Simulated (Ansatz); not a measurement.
Ideal-gas functions of CAlF2N, SMILES `N#[C][Al]([F])[F]` at 600 K and 1 bar, from an Ansatz frequency run at PBE0-D4/def2-TZVP.

Molar mass 91.0 g/mol, point group C2v (symmetry number 2), electronic degeneracy 1, moments of inertia 76.527, 184.694, 261.22 u Å². Harmonic wavenumbers (cm⁻¹, unscaled): 120, 173, 232, 322, 326, 537, 835, 972, 2331.

Use S(trans) = R[1.5 ln M + 2.5 ln T − 1.1517]; rotational temperatures θ = 24.2544 K / I; S(rot) = R[ln(√π/σ · √(T³/θAθBθC)) + 1.5]; for each mode x = 1.438777 ν̃/T, S = R[x/(eˣ − 1) − ln(1 − e⁻ˣ)] and H = RT x/(eˣ − 1); 1 cm⁻¹ = 0.0119627 kJ/mol; R = 8.31446 J/(mol·K).

Question: By hand: the entropy, in J/(mol·K).

Answer: Translation 179.6. Rotation: θ = 0.3169, 0.1313, 0.0929 K, giving 114.3. Vibration, mode by mode: 18.70, 15.69, 13.30, 10.67, 10.57, 6.76, 3.80, 2.94, 0.21, in all 82.6. Electronic 0.0. Sum 376.5 J/(mol·K).

Question: By hand: H − E and G − E in kJ/mol, counted from the electronic energy.

Answer: Zero-point energy ½ × 5848 × 0.0119627 = 35.0; thermal vibration 24.0; translation, rotation and pV give 4 RT = 20.0. H − E = 79.0 kJ/mol, and G − E = 79.0 − 600 × 376.5/1000 = -146.9 kJ/mol.

Vibration gives 22 % of the entropy, 18.7 J/(mol·K) of it from the mode under 150 cm⁻¹: soft modes count most, and the harmonic formula is weakest for them.
